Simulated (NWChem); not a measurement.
# CH$_{3}$BrOSn, singlet; SMILES C[O][Sn][Br]

```xyz
7

Sn     0.7286     0.6423    -0.0037
Br    -0.7335    -1.4645     0.0039
O     -0.7037     2.0141    -0.0002
C     -2.0978     1.9436     0.0040
H     -2.4787     0.9059     0.0107
H     -2.5021     2.4619     0.8923
H     -2.5072     2.4521    -0.8877
```
Atoms are numbered in this order, from 1.

Level: PBE0/def2-SVP with def2 effective core potentials on Sn (NWChem), optimised geometry, unscaled harmonic frequencies. Low-valent species are run as closed-shell singlets; no triplet was tried in these runs. This build's default masses of Se (78.918 u) and Br (79.917 u) are each other's, which moves their modes by up to 0.6 %. def2 effective core potentials on Sn; no spin-orbit coupling.

| frequency (cm⁻¹) | IR intensity (km/mol) |
|---|---|
| 93 | 0.0 |
| 105 | 2.4 |
| 141 | 14.5 |
| 228 | 14.9 |
| 259 | 33.4 |
| 522 | 68.7 |
| 1155 | 197.8 |
| 1169 | 2.1 |
| 1186 | 18.0 |
| 1461 | 22.9 |
| 1469 | 6.7 |
| 1471 | 1.5 |
| 3006 | 90.8 |
| 3094 | 35.1 |
| 3097 | 21.2 |

| Property | Result |
|---|---|
| zero-point energy | 26.4 kcal/mol |
| thermal correction to the enthalpy at 298.15 K (with zero-point energy) | 30.9 kcal/mol |
| heat capacity Cv | 17.4 cal/(mol K) |
| entropy at 298.15 K and 1 atm (symmetry number 1) | 85.0 cal/(mol K) |

Rigid rotor and harmonic oscillator; modes under 100 cm⁻¹ make the entropy uncertain.
